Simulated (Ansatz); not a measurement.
`CCOBCl` → `OBCl` + ethylene at 298.15 K and 1 bar (alkene loss).

Isolated molecules relaxed with PBE0-D4/def2-TZVP in Ansatz; ΔE leaves out vibrations. CCSD(T)/CBS is the MP2 limit (def2-TZVPP, def2-QZVPP) plus CCSD(T) − MP2 in def2-TZVPP, frozen cores. This one scheme is used for every species. One conformer a species, not always the lowest.

| species | CCSD(T)/CBS energy (Eh) | H − E (kJ/mol) | S (J/(mol·K)) |
| --- | --- | --- | --- |
| `CCOBCl` | -639.54595 | 243.5 | 335.2 |
| `OBCl` | -561.03999 | 87.8 | 264.5 |
| `C=C` | -78.48111 | 144.6 | 218.9 |

H − E and S are ideal-gas, rigid-rotor, harmonic terms from PBE0-D4/def2-TZVP, for one conformer and one mirror image of each species. 1 Eh = 2625.50 kJ/mol, R = 8.31446 J/(mol·K).

Question: By hand: ΔE, ΔH, ΔS and ΔG.

Answer: ΔE = (-561.03999) + (-78.48111) − (-639.54595) = 0.02485 Eh = 65.2 kJ/mol. Δ(H − E) = 87.8 + 144.6 − 243.5 = -11.1, so ΔH = 54.1 kJ/mol. ΔS = 264.5 + 218.9 − 335.2 = 148.2 J/(mol·K). ΔG = 54.1 − 298.15 × (148.2)/1000 = 9.9 kJ/mol.

Question: By hand: the equilibrium constant, and the temperature at which ΔG would vanish if ΔH and ΔS stayed fixed.

Answer: log₁₀ K = −ΔG/(RT ln 10) = -1.7. ΔG = 0 at ΔH/ΔS = 365 K.

The number of gas molecules changes by +1, which sets the sign of ΔS. A doubt of 5 kJ/mol in ΔE shifts log₁₀ K by 0.9 here. Other conformers and mirror images would add mixing entropy, several J/(mol·K) or more a flexible species. These are equilibria of isolated gas molecules and say nothing of rates. Largest T1 diagnostic: 0.012 (customary marks: 0.02 for closed shells, 0.045 for open ones).
